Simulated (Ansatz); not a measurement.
`C/C=[CH]\[GaH2]` + `O[SiH3]` → `[SiH3][O][GaH2]` + `C=CC` at 500 K and 1 bar (ligand exchange at a Ga–C bond).

Calculated with Ansatz (gas phase, PBE0-D4/def2-TZVP geometries, no zero-point term in ΔE). CCSD(T)/CBS adds triple-zeta CCSD(T) − MP2 to the extrapolated MP2 energy (def2 sets, frozen cores). For Ga outer-core shells are correlated without core-valence functions, which leaves a few kJ/mol of doubt a bond. Scalar relativity is left out up to krypton.

```json
{"species": "`C/C=[CH]\\[GaH2]`", "CCSD(T)/CBS energy (Eh)": "-2042.27078", "H − E (kJ/mol)": "261.9", "S (J/(mol·K))": "390.5"}
{"species": "`O[SiH3]`", "CCSD(T)/CBS energy (Eh)": "-366.69042", "H − E (kJ/mol)": "127.5", "S (J/(mol·K))": "292.9"}
{"species": "`[SiH3][O][GaH2]`", "CCSD(T)/CBS energy (Eh)": "-2291.24790", "H − E (kJ/mol)": "151.4", "S (J/(mol·K))": "384.6"}
{"species": "`C=CC`", "CCSD(T)/CBS energy (Eh)": "-117.74610", "H − E (kJ/mol)": "238.4", "S (J/(mol·K))": "304.6"}
```

H − E and S are ideal-gas, rigid-rotor, harmonic terms from PBE0-D4/def2-TZVP. 1 Eh = 2625.50 kJ/mol, R = 8.31446 J/(mol·K).

Question: By hand: ΔE, ΔH, ΔS and ΔG.

Answer: ΔE = (-2291.24790) + (-117.74610) − (-2042.27078) − (-366.69042) = -0.03280 Eh = -86.1 kJ/mol. Δ(H − E) = 151.4 + 238.4 − 261.9 − 127.5 = 0.4, so ΔH = -85.7 kJ/mol. ΔS = 384.6 + 304.6 − 390.5 − 292.9 = 5.8 J/(mol·K). ΔG = -85.7 − 500 × (5.8)/1000 = -88.6 kJ/mol.

Question: By hand: the equilibrium constant, and the temperature at which ΔG would vanish if ΔH and ΔS stayed fixed.

Answer: log₁₀ K = −ΔG/(RT ln 10) = 9.3. ΔH and −TΔS have one sign here, so there is no such temperature. One of them is within its doubt of zero, so this could turn.

The number of gas molecules stays the same, so ΔS is small and ΔH decides. A doubt of 5 kJ/mol in ΔE shifts log₁₀ K by 0.5 here. These are equilibria of isolated gas molecules and say nothing of rates. Largest T1 diagnostic: 0.014 (customary marks: 0.02 for closed shells, 0.045 for open ones).
